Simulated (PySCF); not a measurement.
**Telling isomers of C₆H₉FO₂ apart by NMR**

[PySCF: geometry: GFN2-xTB; PBE0/pcSseg-1 with gauge-including orbitals; gas phase; one conformer; averaged over atoms made equivalent by symmetry, fast rotation or ring inversion; non-relativistic Hamiltonian]

References, each an isolated molecule treated in the same way: $^{1}$H, $^{13}$C vs TMS. Splittings of carbon signals by F and P are missing where no couplings were computed. Where no couplings were computed, multiplicities follow the n + 1 count of equivalent neighbours, and m marks all less simple cases (inequivalent or close neighbours, rings, F or P nearby). Shifts are as computed. Against solution values, carbons near 30 ppm lie about +3 ppm off and those near 130 ppm about +5 ppm. Of 1211 compounds with measured shifts, 218 miss one by over three times the rms of a fit or turn the order of signals round; such compounds aren't used in these exercises.

(1) Tabulate the signals of `O=CC1(F)CCOCC1`, `COC1=C[C@@H](F)COC1` and their relative energies.

(2) What is the quickest way to tell O=CC1(F)CCOCC1 from COC1=C[C@@H](F)COC1?

Results:

(1) 
```tsv
SMILES	carbon types	δC	δH	E rel. (kcal/mol)
O=CC1(F)CCOCC1	1×C 1×CH 4×CH2	216.5, 96.4, 65.9, 37.4	10.60 (m, 1H), 4.17 (m, 2H), 4.01 (m, 2H), 1.93 (m, 2H), 1.71 (m, 2H)	0.0
COC1=C[C@@H](F)COC1	1×C 2×CH 2×CH2 1×CH3	166.5, 99.1, 87.5, 71.7, 69.5, 55.8	5.52 (m, 1H), 4.89 (m, 1H), 4.31 (m, 1H), 4.17 (m, 1H), 4.12 (m, 1H), 3.76 (s, 3H), 3.41 (m, 1H)	16.9
```

Energies are electronic energies at PBE0/pcSseg-1 on these geometries, without zero-point or thermal terms, each for the one conformer computed, which needn't be the lowest.

(2) Count the carbon signals: 4 against 6. The first has an aldehyde carbonyl carbon (CH) at 216.5 ppm, the second an alkene carbon bearing oxygen (C) at 166.5 ppm. In the proton spectra the most deshielded non-exchanging signals are 10.60 (m, 1H) and 5.52 (m, 1H).
